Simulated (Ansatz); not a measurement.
Geometry optimisation, RKS PBE0-D4/def2-SVP in Ansatz 0.2.0.

Input:

```yaml
crystal:
  periodic: [false, false, false]
  atoms:
    - { symbol: C, position_ang: [-0.024, 2.2302, -0.016] }
    - { symbol: Si, position_ang: [-0.8051, 0.5544, -0.0006] }
    - { symbol: Al, position_ang: [0.8905, -1.0158, 0.3169] }
    - { symbol: P, position_ang: [0.49, -3.2799, 0.413] }
    - { symbol: H, position_ang: [-0.8801, 3.0099, -0.2011] }
    - { symbol: H, position_ang: [0.4343, 2.4931, 0.9367] }
    - { symbol: H, position_ang: [0.6899, 2.3531, -0.8509] }
    - { symbol: H, position_ang: [-1.7364, 0.4719, 1.0905] }
    - { symbol: H, position_ang: [-1.4676, 0.3041, -1.238] }
    - { symbol: H, position_ang: [2.4371, -0.5248, 0.5073] }
    - { symbol: H, position_ang: [0.9698, -3.5605, -0.8735] }
    - { symbol: H, position_ang: [-0.9213, -3.0909, -0.0502] }
basis:
  gaussian: { orbitals: def2-SVP }
hamiltonian:
  xc: pbe0
  dispersion: d4
relax:
  f_tol: 0.02
  max_steps: 50
```

Run as:

```bash
$ ansatz run input.yaml --threads 2 --pin off --max-ram 3072MiB --backend cpu --events-out ev --progress --plain --runs-dir out
```

Q: Where does it end, and by what steps?

A: The forces met the threshold. The force dipped under the threshold on the way, but the program's further checks kept it going. After 10 steps the energy has fallen by 0.432 eV; H11 moved furthest, 0.61 Å.

```csv
step,energy less start (eV),largest force component (eV/Å),accepted
0,0.0000,2.110,yes
1,-0.3677,0.696,yes
2,-0.3979,0.140,yes
3,-0.4096,0.064,yes
4,-0.4218,0.137,yes
5,-0.4178,0.486,no
6,-0.4271,0.087,yes
7,-0.4293,0.082,yes
8,-0.4312,0.019,yes
9,-0.4314,0.024,yes
10,-0.4315,0.015,yes
```

```xyz
12
Properties=species:S:1:pos:R:3
C -0.097 2.417 0.012
Si -0.776 0.651 0.000
Al 0.935 -1.103 0.181
P 0.294 -3.317 0.530
H -0.911 3.151 -0.091
H 0.436 2.625 0.952
H 0.610 2.568 -0.818
H -1.769 0.483 1.115
H -1.549 0.425 -1.271
H 2.502 -0.795 0.201
H 1.217 -3.871 -0.410
H -0.816 -3.287 -0.367
```

Whether the end is a true minimum wasn't checked by a vibrational analysis.

The run took 13 s on 2 threads of AMD EPYC 9R45 96-Core Processor (Zen 5), on a shared host, peak memory 0.26 GiB.
